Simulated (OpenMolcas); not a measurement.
# How basis sets differ on InSiH3OF (SMILES [F][In][O][SiH3])

InSiH3OF has 7 atoms, charge 0, and is taken as a doublet. SMILES: `[F][In][O][SiH3]`. Geometry: relaxed at PBE0-D4/def2-TZVP. This is one conformer, not always the lowest.

```xyz
7

F    -0.1335   -2.4475    1.8206
In   -0.7612   -2.2484   -0.0282
O    -0.4754   -0.4617   -0.8491
Si    0.1868    0.9487   -0.3462
H     0.0759    1.9370   -1.4527
H    -0.5182    1.4888    0.8505
H     1.6255    0.7830    0.0051
```

Each level gives the dipole moment (D). The values are calculated.

| level | kind | program | value (D) | CPU time |
| --- | --- | --- | --- | --- |
| ROHF/ANO-R0 (sfX2C) | Hartree–Fock | OpenMolcas | 3.09 | 7 s |
| UHF/STO-3G | Hartree–Fock | OpenMolcas | 2.30 | 4 s |
| ROHF/ANO-RCC-VDZ (DKH2) | Hartree–Fock | OpenMolcas | 3.14 | 23 s |
| UHF/3-21G | Hartree–Fock | OpenMolcas | 2.80 | 5.3 s |
| UHF/def2-SVP (core potential) | Hartree–Fock | OpenMolcas | 3.25 | 9.7 s |

All-electron rows without a relativistic Hamiltonian named are non-relativistic, while core potentials hold scalar relativity, so basis and relativity change together. The values span 2.30 to 3.25 D. Magnitudes only. Sets without polarisation functions give poor dipoles. CPU times are rough (shared hosts, several kinds of processor and program).
